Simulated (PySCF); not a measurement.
C3H10OSi2, SMILES C[Si@@H]1C[SiH2]CO1.

The structure is a stationary point at PBE-D3(BJ)/def2-SVP. The structure was generated by enumeration; whether it is a known compound was not checked. One conformer was computed; it need not be the lowest.

Method: PySCF with r2SCAN/def2-TZVP.

Gas-phase values at a fixed geometry.

| Item | Result |
|---|---|
| total energy | -774.53348 hartree |
| highest occupied level | -6.35 eV |
| lowest empty level | 0.08 eV |
| orbital gap | 6.43 eV |
| dipole moment | 1.06 D |
| quadrupole, principal values (traceless, Buckingham form, about the centre of nuclear charge) | -4.17, -1.00, 5.17 D·Å |
| mean static polarisability | 90.2 bohr³ (13.37 Å³) |
| polarisability, principal values | 79.7, 84.1, 106.9 bohr³ |
